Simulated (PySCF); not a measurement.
## Two-photon absorption: `C[Se]c1ccc2n[se]nc2c1`, C7H6N2Se2

Geometry:
| atom | x (Å) | y (Å) | z (Å) |
| --- | --- | --- | --- |
| C1 | -3.130 | -0.625 | -0.667 |
| Se2 | -2.323 | 1.123 | -0.831 |
| C3 | -0.523 | 0.685 | -0.441 |
| C4 | 0.390 | 1.801 | -0.474 |
| C5 | 1.719 | 1.655 | -0.216 |
| C6 | 2.228 | 0.354 | 0.097 |
| N7 | 3.493 | 0.086 | 0.365 |
| Se8 | 3.585 | -1.663 | 0.683 |
| N9 | 1.847 | -1.951 | 0.428 |
| C10 | 1.307 | -0.779 | 0.132 |
| C11 | -0.080 | -0.578 | -0.145 |
| H12 | -3.007 | -1.016 | 0.352 |
| H13 | -4.200 | -0.489 | -0.876 |
| H14 | -2.704 | -1.321 | -1.401 |
| H15 | -0.006 | 2.792 | -0.715 |
| H16 | 2.407 | 2.501 | -0.242 |
| H17 | -0.737 | -1.447 | -0.110 |

Computed, not measured: PySCF, TDDFT CAM-B3LYP/def2-SVPD excited states, vertical, gas phase. Geometry: PBE0-D3(BJ)/def2-SVP.

The calculation is non-relativistic, which matters for the atoms heavier than Zn.

Task: Give the one- and two-photon strengths of the lowest singlets.

Result: δ for parallel linear polarisation; σ at the peak of a Lorentzian of half width 0.1 eV, single beam; Ω is circular over linear.
| state | E (eV) | f | photon λ (nm) | δ (au) | σ (GM) | Ω | main |
| --- | --- | --- | --- | --- | --- | --- | --- |
| S1 | 3.48 | 0.176 | 713 | 1540 | 6.82 | 0.73 | HOMO→LUMO 0.92 |
| S2 | 4.14 | 0.237 | 599 | 57.9 | 0.36 | 1.21 | HOMO−1→LUMO 0.91 |
| S3 | 4.46 | 0.000 | 555 | 0.78 | 0.01 | 1.50 | HOMO−3→LUMO 0.92 |
| S4 | 4.77 | 0.000 | 519 | 13.6 | 0.11 | 1.50 | HOMO→LUMO+2 0.66, HOMO→LUMO+1 0.08 |
| S5 | 4.94 | 0.000 | 502 | 0.1 | 0.00 | 1.18 | HOMO−4→LUMO 0.89 |
| S6 | 4.95 | 0.028 | 500 | 4130 | 37.12 | 0.74 | HOMO−2→LUMO 0.88 |

Among these, the strongest one-photon state is S2, the strongest two-photon state S6, with a dipole change of 4.5 D (relaxed, norm of the difference vector).
